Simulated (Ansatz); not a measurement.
Abridged output of a molecular run in Ansatz:

```
Functional definition: HF
2509 factors; integrals over basis functions are off by at most 1.1e-3 eV
mean field evaluation 1: about -28658.4088 eV, gradient 8.1e1 eV
mean field evaluation 2: about -28658.9052 eV, gradient 8.1e1 eV
mean field evaluation 4: about -28670.2173 eV, gradient 8.3e0 eV
mean field evaluation 8: about -28670.4197 eV, gradient 1.2e0 eV
mean field evaluation 16: about -28670.4234 eV, gradient 1.7e-6 eV
mean field -28670.42341025 eV, -1053.6186268158 hartree, gradient 1.7e-6 eV, S^2 0.000000; 0 other end points of the search recorded, 0 dependent functions left out
12 core orbitals not correlated: weight in the atoms' cores, before any rotation towards them, 1.000 or more for the frozen orbitals, at most 0.000 for the correlated occupied ones
reference -28670.42341025 eV, -1053.6186268158 hartree; 34, 34 occupied and 353, 353 virtual orbitals, 2509 factors
second order -62.14191612 eV of doubles, -0.00000000 eV of singles
cycle   1  -59.26920798 eV  change     2.9e0 eV  update   3.0e-1
cycle   2  -61.27796827 eV  change    -2.0e0 eV  update   1.8e-1
cycle   3  -61.80737043 eV  change   -5.3e-1 eV  update   5.3e-2
cycle   4  -61.81217460 eV  change   -4.8e-3 eV  update   2.1e-2
cycle   5  -61.77764930 eV  change    3.5e-2 eV  update   8.5e-3
cycle   6  -61.77322601 eV  change    4.4e-3 eV  update   3.3e-3
cycle   7  -61.77613558 eV  change   -2.9e-3 eV  update   1.7e-3
cycle   8  -61.77554033 eV  change    6.0e-4 eV  update   7.5e-4
cycle   9  -61.77519739 eV  change    3.4e-4 eV  update   3.7e-4
cycle  10  -61.77594817 eV  change   -7.5e-4 eV  update   1.7e-4
cycle  11  -61.77562403 eV  change    3.2e-4 eV  update   7.4e-5
cycle  12  -61.77546229 eV  change    1.6e-4 eV  update   3.5e-5
cycle  13  -61.77556104 eV  change   -9.9e-5 eV  update   1.4e-5
cycle  14  -61.77551382 eV  change    4.7e-5 eV  update   9.8e-6
perturbative correction -2.82404551 eV, -0.1037817583 hartree
Total energy: -28735.02296958 eV, -1055.9926168339 hartree
```

Its atoms:

Cartesian coordinates in Å:
```
C -0.384 -2.674 -0.603
O -0.003 -1.330 -0.636
W 0.771 0.029 0.308
F 2.177 0.216 -0.900
F 1.775 -1.243 1.241
F 1.608 1.265 1.433
Cl -0.878 -0.207 1.949
O -0.186 1.399 -0.427
C -0.746 2.659 -0.196
H -1.265 -2.768 0.039
H 0.432 -3.274 -0.194
H -0.625 -3.002 -1.615
H -1.045 3.098 -1.149
H -0.011 3.298 0.301
H -1.620 2.536 0.449
```

Task: Which basis set was used?
A. def2-TZVPP
B. cc-pV(Q+d)Z
C. def2-SVP
D. def2-QZVPP

Result: A. It gives 399 functions.

Task: Write the keys of the input that set method, charge and spin (a neutral closed shell needs none for the last two).

Result: 
```yaml
correlation: {method: ccsd_t}
```
